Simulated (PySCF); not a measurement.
BH5OSn (charge -1 and doublet state).
Structure used (PBE0-D3(BJ)/def2-SVP), in Å, numbered top down from 1:
```
atom  x, y, z in Å
B1     1.4708   -0.2232    0.4088
O2     0.3596    0.4359    0.5741
Sn3   -1.6096    0.1931   -0.4614
H4     1.6070   -1.1590   -0.3994
H5     2.4804    0.0701    1.0771
H6    -1.2566    1.8363   -1.0230
H7    -0.8109   -1.1624   -1.2764
H8    -2.1861   -0.0104    1.2033
```

Computed, not measured: PySCF, PBE0-D3(BJ)/def2-SVP geometry optimisation, gas phase, def2 core potentials past Kr.

Problem. Which atoms are bound to Sn3, and at what distances?

Solution. 4 atoms: H7 1.772 Å, H6 1.772 Å, H8 1.773 Å, O2 2.238 Å. The nearest atom not counted as bound is B1, at 3.23 Å.

Problem. List the angles at Sn3.

Solution. 
| angle | degrees | distance of the outer atoms (Å) |
| --- | --- | --- |
| H7–Sn3–H8 | 119.4 | 3.06 |
| H6–Sn3–H7 | 118.3 | 3.04 |
| H6–Sn3–H8 | 117.9 | 3.04 |
| O2–Sn3–H7 | 84.2 | 2.71 |
| O2–Sn3–H6 | 82.6 | 2.67 |
| O2–Sn3–H8 | 82.2 | 2.66 |

Problem. Describe the arrangement about Sn3 in numbers.

Solution. Angles from 82.2° to 119.4°; τ4 = (360° − α − β)/141° = 0.87 with α and β the two widest (0 for a square, 1 for a tetrahedron).

Problem. What are the other bond lengths?

Solution. B1–O2 1.302 Å; B1–H4 1.244 Å; B1–H5 1.246 Å.

Problem. Give some angles away from the centre.

Solution. B1–O2–Sn3 129.6°.

Problem. What are the rotational constants (commonest isotopes, rigid rotor)?

Solution. A = 30742, B = 2755, C = 2652 MHz: a near-prolate asymmetric top.

Point group: near Cs, missed by 0.11 Å at most; the miss may be what the optimiser left on a soft mode. Charge -1, doublet. ⟨S²⟩ = 0.753 (exact for a doublet: 0.75). Whether the extra electron is bound in the gas phase wasn't checked; a finite basis holds it in any case. Not checked by PBE0-D3(BJ)/def2-SVP frequencies.

One conformer stands for the species.
